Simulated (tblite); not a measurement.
Start geometry of `O=C[SiH2]C[C@@H]([SiH3])C[SiH3]` from a force field or distance geometry (Å):
```
atom  x, y, z in Å
O1     2.1471   -1.9641   -1.3902
C2     2.6808   -1.3194   -0.5204
Si3    2.0315    0.2528    0.1699
C4     0.4109   -0.0887    0.9707
C5    -0.7981    0.5662    0.4302
Si6   -0.8235    2.4026    0.4121
C7    -1.2206   -0.0004   -0.9309
Si8   -1.5764   -1.8206   -0.6165
H9     3.6343   -1.7255   -0.1032
H10    2.9544    0.6386    1.2681
H11    2.0052    1.2650   -0.8727
H12    0.4812    0.0950    2.0631
H13    0.2256   -1.2049    0.8948
H14   -1.6376    0.2646    1.1084
H15   -0.3778    3.0195   -0.8487
H16   -2.2517    2.8107    0.5448
H17   -0.1398    3.0531    1.5270
H18   -0.4587    0.1027   -1.7092
H19   -2.1693    0.4485   -1.2413
H20   -0.4961   -2.6694   -1.0817
H21   -1.7904   -1.9601    0.8466
H22   -2.8416   -2.1466   -1.3072
```

Problem. What comes out of this run: GFN2-xTB geometry optimisation, gas phase (tblite 0.8.0)?

Solution. 
```
atom  x, y, z in Å
O1     2.267   -0.103   -2.359
C2     2.005   -0.653   -1.317
Si3    2.105    0.202    0.398
C4     0.440    0.092    1.319
C5    -0.817    0.554    0.575
Si6   -0.758    2.400    0.073
C7    -1.117   -0.316   -0.648
Si8   -1.452   -2.156   -0.296
H9     1.715   -1.729   -1.338
H10    3.103   -0.571    1.153
H11    2.543    1.582    0.190
H12    0.536    0.685    2.233
H13    0.293   -0.941    1.647
H14   -1.658    0.430    1.271
H15    0.105    2.567   -1.095
H16   -2.123    2.824   -0.251
H17   -0.255    3.193    1.198
H18   -0.295   -0.227   -1.363
H19   -1.996    0.092   -1.154
H20   -0.236   -2.867    0.112
H21   -2.441   -2.260    0.780
H22   -1.974   -2.778   -1.513
```

The energy falls by 15.5 kcal/mol over 278 L-BFGS steps, the largest force on an atom goes from 2.27 to 0.009 eV/Å, and the atoms move by 0.972 Å rms after alignment. The bond that changes most is C2–Si3 (carbonyl carbon to SiH2 silicon), which lengthens by 0.083 Å. Bonds longer at the end by more than 0.005 Å: 7 of 21; shorter: 8. Among the angles that change most is C5–C7–Si8, from 105.1° to 115.9°. Among the dihedrals that turn most is C2–Si3–C4–H12, from 115° to -174°. Rotational constants go from 1233, 908.0, 583.0 to 1020, 935.0, 652.5 MHz. The orientation of the end geometry is arbitrary; only internal coordinates are fixed.

Hardware: one thread of an Arm Neoverse N1, no GPU, shared host. Cost: 5.0 s of wall time.

Its GFN2-xTB frequencies are all real (lowest 27 cm⁻¹). One conformer, not necessarily the lowest.

The numbers are calculated, not measured.
